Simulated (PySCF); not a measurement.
Isomers of C5H4O2S, one conformer each. Computed, not measured: core-valence-separated Tamm–Dancoff BHandHLYP/aug-pcX-1 (pcseg-1 on H, def2-SVPD on S) in PySCF, non-relativistic, gas phase, PBE0-D3(BJ)/def2-SVP geometry. BHandHLYP without relativity tends to put these K edges a few eV too low, so spacings mean more than positions.

P. `O=COC1=CSC=C1`
Q. `O=C(O)c1cccs1`

Main lines, eV (oscillator strength):
1. C K: 282.7 (0.054), 283.2 (0.059), 283.4 (0.039), 283.5 (0.054), 285.0 (0.015); O K: 529.2 (0.039), 532.7 (0.014), 533.4 (0.024), 534.1 (0.005)
2. C K: 283.4 (0.045), 283.4 (0.065), 283.6 (0.058), 285.0 (0.081), 285.1 (0.067); O K: 529.3 (0.047), 533.3 (0.021), 534.9 (0.005), 535.1 (0.005), 535.5 (0.011)
Listed: the first five lines at most of each edge with a tenth or more of its strongest line's intensity; roots within 0.03 eV on the same or equivalent atoms are summed. Only the lowest roots were sought, and the top ones are left out.

Problem. Which spectrum belongs to which isomer?

Solution. 1 = Q, 2 = P.
- P: first C line listed at 283.4 eV, hole on the aromatic CH carbon (1s→π*); first O line listed at 529.3 eV, hole on the ester carbonyl oxygen (1s→π*).
- Q: first C line listed at 282.7 eV, hole on the aromatic CH carbon (1s→π*); first O line listed at 529.2 eV, hole on the acid carbonyl oxygen (1s→π*).

Problem. What are the ground-state energies of the isomers at BHandHLYP/aug-pcX-1 (pcseg-1 on H, def2-SVPD on S), relative to the lowest?

Solution. P 90.2, Q 0.0 kJ/mol (electronic energies on these geometries, no dispersion or zero-point terms).
